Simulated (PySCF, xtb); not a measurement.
Pb(Cl)2 anion (Cl₂Pb), SMILES [Cl][Pb][Cl] (connectivity only; charge and spin as stated), charge -1, multiplicity 2.

Harmonic wavenumbers (cm⁻¹) from GFN2-xTB in xtb 6.7.1 at its own minimum, in rising order: 56, 206, 218.

Problem. What does PBE0-D3(BJ)/def2-SVPD (PySCF) give at its own minimum? (Estimate from the structure and the level; the computed values follow.)

Solution. 69, 225, 244. Paired by order, the mean absolute difference is 19 cm⁻¹ and the zero-point energies are 0.7 and 0.8 kcal/mol.
